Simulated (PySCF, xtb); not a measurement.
H₄MgOSSi, SMILES [SiH3][O][Mg][SH].

xtb with GFN2-xTB at its own geometry gives an orbital gap of 1.89 eV and a dipole moment of 3.35 D.

Coordinates come from a PBE0-D3(BJ)/def2-SVP optimisation. One conformer was computed; it need not be the lowest.

Problem. What does ωB97X/def2-TZVPD (PySCF) give? (An estimate is asked for; the answer gives what the named calculation found.)

Solution. gap 9.75 eV (levels -9.67 and 0.08 eV), dipole 0.60 D.
